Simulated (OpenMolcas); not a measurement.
**Ne+: the spin-orbit constant, thermal populations, worked from levels**

| Property | Result |
| --- | --- |
| Program | OpenMolcas |
| Basis | ANO-R2 [4s4p2d1f] |
| Scalar Hamiltonian | X2C, finite nucleus |
| Active space | 7 electrons in 4 orbitals (2s 2p) |
| State averaging | 2S+1 = 2 odd, 3 roots; 2S+1 = 2 even, 1 root |
| Spin-orbit coupling | state interaction with AMFI integrals over the reference wave functions, term energies averaged over their components |

Methods: CASSCF; SS-CASPT2, IPEA 0.25 Eh, imaginary shift 0.1 Eh (closed shells correlated: 1s). Measured levels: NIST Handbook of Basic Atomic Spectroscopic Data.

**The spin-orbit constant.** For the Hund term ²P° of p5, E(J) = (A/2) J(J+1) + constant and ζ = -2S·A = -A. From J = 1/2 to J = 3/2 the energy changes by 1.5 A.

```
   Source  E(3/2) - E(1/2)       A    ζ
   CASSCF           -775.1  -516.7  517
SS-CASPT2           -775.1  -516.7  517
 measured           -780.3  -520.2  520
```

All in cm-1. SS-CASPT2 is off by -0.7 % and CASSCF by -0.7 %. Both methods take the spin-orbit matrix elements from the reference wave functions, so the second can move ζ only through the term energies and any multistate remixing.

**Thermal populations.** Z = Σ (2J + 1) exp(-E/kT) with k = 0.695035 cm-1/K, over the levels below. No other level of either list lies under 90000 cm-1, which is above 7 kT at each temperature.

```csv
Level,2J + 1,SS-CASPT2,measured
2s² 2p⁵ ²P°_3/2,4,0.0,0.0
2s² 2p⁵ ²P°_1/2,2,775,780
```

```csv
T (K),"Z, SS-CASPT2","Z, measured levels","Ground level (%), SS-CASPT2","Ground level (%), measured levels"
5000,5.600,5.598,71.4,71.5
8000,5.740,5.738,69.7,69.7
12000,5.823,5.821,68.7,68.7
```

At 12000 K, kT = 8340 cm-1, and the computed levels give Z = 4.000 + 1.823 = 5.823.

Without dynamic correlation excited terms often stand tens of per cent too high (terms of higher spin than the ground term too low), and those without a measured partner can miss by more than the paired ones (holds for CASSCF). Measured partners are found by configuration, term and J. A level has none where our copy of the source lacks it or the pairing is in doubt (some pairs that miss far off the trend of their configuration count as doubtful), and it then counts in no deviation. Levels of configurations outside the active space are missing.

° marks odd parity.
